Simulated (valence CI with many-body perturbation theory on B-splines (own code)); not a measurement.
## Forbidden lines of Xe³³⁺

Calculated by configuration interaction combined with many-body perturbation theory (CI+MBPT): three valence electrons over a frozen Dirac-Fock core [Ar], a basis of 9 s, 9 p, 10 d, 8 f, 5 g, 3 h, 1 i functions for each j, with the one-electron correlation potential Σ1, the two-electron term Σ2, the three-electron term Σ3, Breit, model QED; selected CI, second order for the rest (own B-spline code, finite nucleus).

The last digits are not significant, and no measured levels were compared; by estimate large intervals hold to a few tenths of a per cent, small ones and those within an open d or f shell to about a per cent. Only levels of the ground parity were solved; by the run's estimate the other parity begins above the list, which can be wrong where configurations are misplaced.

Lines 51 to 66 of 66 in falling wavelength, among levels below 547360 cm⁻¹, chosen from the decays that carry over 1 % of a level's rate. Wavelengths and rates use the calculated energies. S is in atomic units (e²a₀⁴ for E2 and M2, e²a₀⁶ for E3), for M1 in squared Bohr magnetons. Weak lines are less certain than strong ones. Lines between different terms over intervals too small for the method are left out, as are lines whose strength nearly cancels. The highest levels of a list are the least certain.

Levels are named by their leading jj configuration (3d3/2^4 stands for four electrons in 3d with j = 3/2), which in mixed levels can hold well under half, so a name can repeat and another be missing. Letters in brackets count levels of one name in rising energy.

| λ vac (Å) | Upper | Lower | Type | A (s⁻¹) | S (a.u.) |
| --- | --- | --- | --- | --- | --- |
| 400.7 | (3d5/2^3) J=5/2 | (3d3/2 3d5/2^2) J=3/2 [a] | M1 | 4.10e+04 | 5.87e-01 |
| 396.7 | (3d5/2^3) J=9/2 | (3d3/2^2 3d5/2) J=7/2 | M1 | 2.36e+03 | 5.46e-02 |
| 380.9 | (3d3/2 3d5/2^2) J=3/2 [b] | (3d3/2^2 3d5/2) J=5/2 [b] | M1 | 1.74e+03 | 1.43e-02 |
| 373.3 | (3d3/2 3d5/2^2) J=7/2 [b] | (3d3/2^2 3d5/2) J=5/2 [a] | M1 | 3.24e+03 | 5.00e-02 |
| 370.0 | (3d5/2^3) J=3/2 | (3d3/2^2 3d5/2) J=3/2 | M1 | 5.33e+03 | 4.00e-02 |
| 361.3 | (3d3/2 3d5/2^2) J=3/2 [a] | (3d3/2^3) J=3/2 | M1 | 3.95e+03 | 2.76e-02 |
| 344.8 | (3d5/2^3) J=5/2 | (3d3/2^2 3d5/2) J=5/2 [b] | M1 | 1.64e+04 | 1.49e-01 |
| 344.5 | (3d3/2 3d5/2^2) J=1/2 | (3d3/2^3) J=3/2 | M1 | 8.98e+02 | 2.72e-03 |
| 342.5 | (3d5/2^3) J=5/2 | (3d3/2 3d5/2^2) J=7/2 [a] | M1 | 1.85e+04 | 1.65e-01 |
| 318.5 | (3d5/2^3) J=3/2 | (3d3/2^2 3d5/2) J=5/2 [a] | M1 | 1.31e+04 | 6.29e-02 |
| 309.8 | (3d3/2 3d5/2^2) J=5/2 [a] | (3d3/2^3) J=3/2 | M1 | 1.28e+03 | 8.44e-03 |
| 293.2 | (3d3/2 3d5/2^2) J=5/2 [b] | (3d3/2^3) J=3/2 | M1 | 2.88e+03 | 1.62e-02 |
| 291.0 | (3d3/2 3d5/2^2) J=3/2 [b] | (3d3/2^2 3d5/2) J=1/2 | M1 | 2.20e+03 | 8.03e-03 |
| 273.2 | (3d3/2 3d5/2^2) J=3/2 [b] | (3d3/2^2 3d5/2) J=3/2 | M1 | 4.94e+03 | 1.49e-02 |
| 253.8 | (3d5/2^3) J=5/2 | (3d3/2^2 3d5/2) J=7/2 | M1 | 3.07e+03 | 1.12e-02 |
| 244.0 | (3d3/2 3d5/2^2) J=3/2 [b] | (3d3/2^2 3d5/2) J=5/2 [a] | M1 | 4.83e+03 | 1.04e-02 |
